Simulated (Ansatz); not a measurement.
Program: Ansatz. Geometries: PBE0-D4/def2-TZVP. ΔE: electronic, gas phase. CCSD(T)/CBS is the MP2 limit (def2-TZVPP, def2-QZVPP) plus CCSD(T) − MP2 in def2-TZVPP, frozen cores. This one scheme is used for every species. Functionals use def2-TZVPP. For As outer-core shells are correlated without core-valence functions, which leaves a few kJ/mol of doubt a bond. Scalar relativity is left out up to krypton. One conformer a species, not always the lowest.

Consider the ligand exchange at a B–C bond: `C=CBC[SiH3]` + `[AsH3]` → `[SiH3]CB[AsH2]` + `C=C`.

(1) Is it downhill or uphill in electronic energy at CCSD(T)/CBS, and by how much? (Best estimate.)

(2) What do these levels give: PBE-D4, r2SCAN-D4, ωB97X-V, ωB97M-V, PBE0, HF/def2-TZVPP, SCS-MP2/def2-TZVPP, CCSD/def2-TZVPP, CCSD(T)/def2-TZVPP, SCS-MP2/def2-QZVPP, HF/CBS(def2), MP2/CBS(def2)? (Estimate.)

Largest T1 diagnostic among the species: 0.013.

Results:

(1) The calculation gave: Downhill: ΔE = -4.2 kJ/mol.

(2) Computed: PBE-D4 -2.6, r2SCAN-D4 -1.2, ωB97X-V 0.2, ωB97M-V 2.0, PBE0 -2.7, HF/def2-TZVPP 3.9, SCS-MP2/def2-TZVPP -1.9, CCSD/def2-TZVPP -2.3, CCSD(T)/def2-TZVPP -2.8, SCS-MP2/def2-QZVPP -2.3, HF/CBS(def2) 4.8, MP2/CBS(def2) -6.2 kJ/mol.

In def2-TZVPP, CCSD(T) changes the Hartree–Fock value by −6.7 kJ/mol (the triples alone add −0.4 kJ/mol) and MP2 by −8.6 kJ/mol.
